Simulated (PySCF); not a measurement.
**Working out the ionisation energy of Cl²⁺**

Cl²⁺ [Ne] 3s2 3p3 (4S) → Cl³⁺ [Ne] 3s2 3p2 (3P). Calculation: PySCF 2.14, in def2-SVP (4s3p1d, 18 functions); the non-relativistic Hamiltonian (point nucleus). Frozen: [Ne]. Energies in hartree (1 hartree = 27.21139 eV):

```
            part  Cl²⁺ (lower)  Cl³⁺ (upper)
             UHF   -458.050795   -456.620249
CCSD correlation     -0.091682     -0.079277
             (T)     -0.000856     -0.000812
```

Problem. What does Hartree-Fock give?

Solution. (-456.620249) − (-458.050795) = 1.430546 hartree = 38.927 eV.

Problem. What do CCSD and CCSD(T) give?

Solution. The CCSD correlation energies differ by 0.012405 hartree = 0.338 eV and the triples by 0.000044 hartree = 0.001 eV, so CCSD gives 39.265 eV and CCSD(T) 39.266 eV.

Reference: 39.8 ± 0.11 eV (semi-empirical (NIST evaluation); NIST Atomic Spectra Database, ionization energies), between the lowest levels; spin-orbit coupling is absent from the calculation.

A double-zeta basis recovers only part of the correlation energy.

What remains against the reference includes basis incompleteness, the frozen core and higher excitations.
